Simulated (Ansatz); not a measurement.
`[NH2][Y]([OH])[F]` + H₂O → `[NH2][Y]([OH])[OH]` + H–F  (formal hydrolysis of a Y–F bond)

Calculated with Ansatz (gas phase, PBE0-D4/def2-TZVP geometries, no zero-point term in ΔE). CCSD(T)/CBS is the MP2 limit (def2-TZVPP, def2-QZVPP) plus CCSD(T) − MP2 in def2-TZVPP, frozen cores. This one scheme is used for every species. DFT in def2-TZVPP. B3LYP here is the variant with VWN-RPA as its local correlation; programs differ in this. Elements past krypton have def2 core potentials. For Y outer-core shells are correlated without core-valence functions, which leaves a few kJ/mol of doubt a bond. One conformer a species, not always the lowest.

Question: Is it downhill or uphill in electronic energy at CCSD(T)/CBS, and by how much? (Estimate.)

Answer: Computed: Uphill: ΔE = +56.4 kJ/mol.

Question: What do these levels give: revPBE-D4, B97M-V, B3LYP-D4, B2PLYP, revPBE, PBE0? (Estimate.)

Answer: Ansatz gave: revPBE-D4 64.6, B97M-V 65.0, B3LYP-D4 62.0, B2PLYP 59.1, revPBE 66.4, PBE0 62.1 kJ/mol.

Question: What do rigid-rotor, harmonic-oscillator terms from PBE0-D4/def2-TZVP frequencies (298.15 K, 1 bar) make of the CCSD(T)/CBS value? (Best estimate.)

Answer: Ansatz gave: ΔZPE = -3.3 kJ/mol, ΔH = +53.7 kJ/mol, ΔS = -12 J/(mol·K), ΔG = +57.1 kJ/mol.

Largest T1 diagnostic among the species: 0.014.

At CCSD(T), def2-SVP lies +3.1 kJ/mol from the extrapolated value and def2-TZVPP −3.9 kJ/mol. From BLYP to BHLYP (50 % exact exchange), in def2-TZVPP and without D4, ΔE moves by −3.5 kJ/mol.
